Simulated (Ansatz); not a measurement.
Species: BaCl2, net charge 0, singlet state. 
Geometry from a B3LYP-D3(BJ)/def2-TZVP (Ansatz, a program for electronic structure) optimisation:
```
Ba
Cl 1 2.7413
Cl 1 2.7413 2 127.36
```
Charge 0, spin multiplicity 1.

Basis-set convergence of Hartree-Fock and CCSD(T) correlation energies (hartree) with Ansatz. Valence correlation only, unless marked. Spin-orbit coupling is left out. The frozen core is the preceding noble-gas configuration, with the filled d and f shells of earlier blocks. The outer core of K, Ca and their heavier congeners is not correlated, a term that matters for these elements. Past Kr the def2 sets carry scalar-relativistic core potentials.

```
basis        functions       E(HF)  E(corr, CCSD(T))  rough core time
-----------  ---------  ----------  ----------------  ---------------
def2-SVPD           87  -944.01896          -0.34257       under 20 s
def2-TZVPPD        142  -944.33765          -0.45588       under 20 s
def2-QZVPPD        218  -944.36567          -0.49955             30 s
```

Extrapolating the two largest sets (X = 3 and 4) as X^-3: E(corr) = (64·(-0.49955) - 27·(-0.45588))/37 = -0.5314 Eh, an estimate of the basis-set limit. The largest set recovers 94.0 % of it, the smallest 64.5 %.
